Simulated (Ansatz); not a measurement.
This geometry of CH5BS2 (9 atoms, charge 0, multiplicity 1) is a first-order saddle point.

Method: Ansatz 0.2.0, RKS BLYP-D4/6-31G*.

```xyz
9
Properties=species:S:1:pos:R:3
B -0.994 1.495 0.074
S -1.289 -0.164 -0.489
C 0.178 -1.262 -0.022
S 1.723 -0.519 0.627
H -1.887 2.256 -0.173
H 0.007 1.821 0.637
H 0.387 -1.858 -0.920
H -0.176 -1.939 0.769
H 2.051 0.169 -0.503
```

Task: Which two structures does it join? (They come from a converged band through this point; their orientation in space is the band's.)

Result: No bond is made or broken. The dihedral B1–S2–C3–S4 goes from -71 to 111°.

Image 0:

```xyz
9
Properties=species:S:1:pos:R:3
B -1.282 1.245 0.530
S -0.971 0.154 -0.847
C 0.346 -1.020 -0.212
S 2.029 -0.308 0.037
H -2.108 2.094 0.351
H -0.695 1.113 1.566
H 0.379 -1.857 -0.922
H 0.036 -1.400 0.771
H 2.266 -0.022 -1.275
```

Image 6:

```xyz
9
Properties=species:S:1:pos:R:3
B -1.379 0.715 -0.960
S -0.770 0.799 0.710
C 0.415 -0.645 0.828
S 2.194 -0.177 0.961
H -2.165 1.560 -1.281
H -1.009 -0.146 -1.709
H 0.238 -1.307 -0.029
H 0.186 -1.185 1.757
H 2.289 0.386 -0.276
```

Task: How far does it lie above each of them?

Result: 0.047 eV above the first and 0.057 eV above the second. This is the barrier of this one path; another mechanism may lie lower.

The run took 84 s on 1 CPU thread of a shared host.
